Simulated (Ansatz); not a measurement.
Molecule: CH₉FNSi₂, charge 1, multiplicity 1. It need not be the lowest isomer of its formula. 
Coordinates optimised at B3LYP-D3(BJ)/def2-TZVP (Ansatz, a program for electronic structure):
```
N
H 1 1.0241
H 1 1.0242 2 104.68
Si 1 1.8760 2 109.12 3 116.65
H 4 1.4676 1 104.84 2 -39.50
H 4 1.4677 5 114.88 1 112.66
H 4 1.4692 5 114.58 6 134.83
Si 1 1.8762 2 107.45 3 -115.10
F 8 1.5834 1 100.63 2 62.37
H 8 1.4652 9 111.03 1 108.13
C 8 1.8302 10 118.48 9 -134.26
H 11 1.0919 8 112.06 10 -171.53
H 11 1.0923 12 108.93 8 -124.07
H 11 1.0930 12 107.68 13 -116.09
```
Charge +1, spin multiplicity 1.

Total electronic energies in hartree. Cores are frozen in the correlated levels unless marked. Spin-orbit coupling is left out. Non-relativistic unless marked X2C. CBS(X,Y): correlation extrapolated as X^-3; Hartree-Fock from the larger set. The bracket is a focal-point correction in the basis named.

```csv
level,program,energy (Eh)
PBE-D3(BJ)/def2-TZVPD,Ansatz + dftd3,-776.54948
BLYP-D3(BJ)/def2-TZVPD,Ansatz + dftd3,-777.03041
revPBE/def2-TZVPD,Ansatz,-776.87773
r2SCAN-D4/def2-TZVPD,Ansatz + dftd4,-776.92467
B3LYP/def2-TZVPD,Ansatz,-777.12419
PBE0/STO-3G,Ansatz,-767.24055
PBE0-D3(BJ)/def2-TZVP,Ansatz + dftd3,-776.62405
PBE0/def2-TZVP,Ansatz,-776.61322
r2SCANh-D4/def2-TZVPD,Ansatz + dftd4,-776.91301
r2SCAN0-D4/def2-TZVPD,Ansatz + dftd4,-776.89673
r2SCAN0/def2-TZVPD,Ansatz,-776.89366
wB97M-V/def2-TZVPD,Ansatz,-776.94935
PBE-QIDH/def2-TZVPD,Ansatz,-776.42086
MP2/STO-3G,Ansatz,-765.80096
MP2/6-31G*,Ansatz,-775.34018
MP2/cc-pV(Q+d)Z,Ansatz,-775.85087
SCS-MP2/6-31G,Ansatz,-774.98150
SCS-MP2/cc-pVTZ,Ansatz,-775.75980
SCS-MP2/cc-pwCVTZ,Ansatz,-775.78669
CCSD/cc-pV(T+d)Z,Ansatz,-775.81402
X2C-CCSD(T)/cc-pVTZ-DK,Ansatz,-777.16945
"RI-MP2/CBS(cc-pV(T+d)Z,cc-pV(Q+d)Z)+[CCSD(T)-MP2]/cc-pV(Q+d)Z",Ansatz,-775.9795
"CCSD(T)/CBS(cc-pV(T+d)Z,cc-pV(Q+d)Z)",Ansatz,-775.9764
```

Totals of different functionals don't rank their quality; only differences between species are comparable.
